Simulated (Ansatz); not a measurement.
vinylene carbonate (C3H2O3), singlet, at a GFN2-xTB geometry. Base run: B3LYP/cc-pVDZ run with Ansatz (a first-principles code).

Input for Ansatz:
Ansatz 0.2 input:
```yaml
crystal:
  periodic: [false, false, false]
  atoms:
    - {symbol: O, position_ang: [1.92205968, -0.01212407, 0.37056559]}
    - {symbol: C, position_ang: [0.75786008, -0.00478047, 0.14611246]}
    - {symbol: O, position_ang: [0.04252419, 1.05986565, -0.29519957]}
    - {symbol: C, position_ang: [-1.25300866, 0.65051152, -0.42548207]}
    - {symbol: C, position_ang: [-1.32919381, -0.63422336, -0.07235646]}
    - {symbol: O, position_ang: [-0.08316129, -1.05960931, 0.28736490]}
    - {symbol: H, position_ang: [-1.97257647, 1.36347570, -0.76695505]}
    - {symbol: H, position_ang: [-2.13274985, -1.33757991, -0.02453580]}
basis:
  gaussian:
    orbitals: cc-pVDZ
hamiltonian:
  xc: b3lyp
```

The base run was repeated with changes; each row names its change, and settings that it needs were set with it.

```json
[
 {"change": "base", "ΔE vs base (µEh)": "0.0"},
 {"change": "forces = on", "ΔE vs base (µEh)": "-20.6"},
 {"change": "point_charge = charge:1.0 position_ang:-3.6072, 1.2509, -4.431", "ΔE vs base (µEh)": "7966"},
 {"change": "accuracy = high", "ΔE vs base (µEh)": "-21.1"},
 {"change": "final_grid = 4, 8, 17", "ΔE vs base (µEh)": "?"},
 {"change": "final_grid = 14, 28, 59", "ΔE vs base (µEh)": "0.3"},
 {"change": "point_charge = charge:-1.0 position_ang:0.9153, 4.7554, -2.4102", "ΔE vs base (µEh)": "11.9"},
 {"change": "fitting.mean_field = cc-pVTZ-JKFIT", "ΔE vs base (µEh)": "-68.2"},
 {"change": "lower_state_search = full", "ΔE vs base (µEh)": "0.0"},
 {"change": "final_grid = 6, 12, 29", "ΔE vs base (µEh)": "7.8"},
 {"change": "final_grid = 10, 20, 41", "ΔE vs base (µEh)": "0.1"}
]
```

Problem. What belongs in the gaps?

Solution. 
- final_grid = 4, 8, 17, ΔE vs base (µEh): 355
